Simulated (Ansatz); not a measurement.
`[OH][Mo]([OH])([OH])([OH])([OH])[F]`, relaxed with RKS PBE0-D4/def2-TZVP in the Gaussian-basis code of Ansatz from a PBE-D4/def2-SVP geometry. The force threshold is 0.005 eV/Å; the program also tests the step.

The species carries charge 0 and has multiplicity 1. Mo takes the def2 core potential.

Start:

```xyz
12

O     0.819   -1.655    0.733
Mo    0.157   -0.088   -0.059
O     1.745    0.922   -0.041
O    -0.700    0.960   -1.394
O    -1.607   -0.686    0.423
O    -0.079    1.043    1.505
F     0.653   -1.073   -1.655
H     0.974   -2.441    0.171
H     1.839    1.671    0.582
H    -0.577    0.633   -2.308
H    -2.312   -0.103    0.078
H    -0.912    0.817    1.966
```

| step | energy (eV) | largest force (eV/Å) | largest move (Å) |
| --- | --- | --- | --- |
| 1 | -14886.1443 | 0.821 | 0.000 |
| 2 | -14886.2235 | 0.208 | 0.039 |
| 3 | -14886.2292 | 0.063 | 0.017 |
| 4 | -14886.2304 | 0.042 | 0.012 |
| 5 | -14886.2309 | 0.023 | 0.012 |
| 6 | -14886.2310 | 0.019 | 0.010 |
| 7 | -14886.2310 | 0.013 | 0.006 |
| 8 | -14886.2311 | 0.003 | 0.002 |

End:

```xyz
12

O     0.794   -1.634    0.704
Mo    0.147   -0.083   -0.062
O     1.707    0.919   -0.033
O    -0.682    0.919   -1.408
O    -1.597   -0.658    0.421
O    -0.081    1.030    1.493
F     0.686   -1.062   -1.640
H     0.982   -2.396    0.145
H     1.824    1.629    0.608
H    -0.583    0.600   -2.311
H    -2.308   -0.088    0.109
H    -0.888    0.825    1.974
```

Run time 36 s (2 threads of an AMD EPYC 7R13 on a shared host and a share of an NVIDIA H100 80 GB); peak host memory 0.86 GiB.
